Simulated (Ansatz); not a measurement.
Input file for Ansatz (an electronic-structure program): R-CCSD(T)/def2-TZVPP on H4SSiTe (SMILES [SiH3][Te]S), a point of a torsion scan. Elements past Kr take the def2 small-core potentials; no spin–orbit coupling. The run froze 19 orbitals, filled d shells among them.

Ansatz 0.2 input:
```yaml
crystal:
  periodic: [false, false, false]
  atoms:
    - {symbol: Si, position_ang: [-1.03508190, -0.29186731, 0.11841852]}
    - {symbol: Te, position_ang: [0.52576873, 1.63657162, -0.31618034]}
    - {symbol: S, position_ang: [0.56229460, 1.36009423, -2.70563879]}
    - {symbol: H, position_ang: [-1.01234596, -1.18594239, -1.03039211]}
    - {symbol: H, position_ang: [-2.39600062, 0.18557087, 0.34938752]}
    - {symbol: H, position_ang: [-0.54614436, -0.95507006, 1.32141279]}
    - {symbol: H, position_ang: [1.69980148, 0.68625158, -2.79593093]}
basis:
  gaussian:
    orbitals: def2-TZVPP
magnetization: {spin_polarized: false}
correlation: {method: ccsd_t, electrons: outside_noble_gas}
scf: {lower_state_search: off}
```

The log:

```
WARN ansatz: RAYON_NUM_THREADS=2 ignored (pool sized by the plan → 2); use --threads N
Functional definition: HF
these checks for a lower state are left out or cut short: stability, starts, cluster_reference, orbital_swaps, neighbouring_geometries, increment
integrals: 0.69 GiB planned
1259 factors; integrals over basis functions are off by at most 9.1e-4 eV
mean field: 0.80 GiB planned
mean field evaluation 1: about -26008.3983 eV, gradient 1.5e1 eV
mean field evaluation 2: about -26008.6351 eV, gradient 1.6e1 eV
mean field evaluation 4: about -26009.8214 eV, gradient 2.6e0 eV
mean field evaluation 8: about -26009.8490 eV, gradient 1.5e-1 eV
mean field -26009.84915502 eV, -955.8443263381 hartree, gradient 4.2e-6 eV, S^2 0.000000; 0 other end points of the search recorded, 0 dependent functions left out
19 core orbitals not correlated
reference -26009.84915502 eV, -955.8443263381 hartree; 10, 10 occupied and 161, 161 virtual orbitals, 1259 factors
second order -11.89243173 eV of doubles, -0.00000000 eV of singles
coupled cluster: 1.90 GiB planned
cycle   1  -12.86584716 eV  change   -9.7e-1 eV  update   8.9e-2
cycle   2  -13.27785759 eV  change   -4.1e-1 eV  update   2.8e-2
cycle   3  -13.33107812 eV  change   -5.3e-2 eV  update   1.1e-2
cycle   4  -13.32640918 eV  change    4.7e-3 eV  update   3.4e-3
cycle   5  -13.32534092 eV  change    1.1e-3 eV  update   1.4e-3
cycle   6  -13.32516203 eV  change    1.8e-4 eV  update   5.1e-4
cycle   7  -13.32514987 eV  change    1.2e-5 eV  update   2.0e-4
cycle   8  -13.32521919 eV  change   -6.9e-5 eV  update   9.3e-5
cycle   9  -13.32522502 eV  change   -5.8e-6 eV  update   4.5e-5
cycle  10  -13.32520281 eV  change    2.2e-5 eV  update   2.2e-5
perturbative correction -0.57879140 eV, -0.0212701915 hartree
Total energy: -26023.75314923 eV, -956.3552887007 hartree
Checks for a lower state left out: stability, starts, cluster_reference, orbital_swaps, neighbouring_geometries, increment
```

The run converged.

Cost: very roughly 40 core-seconds.
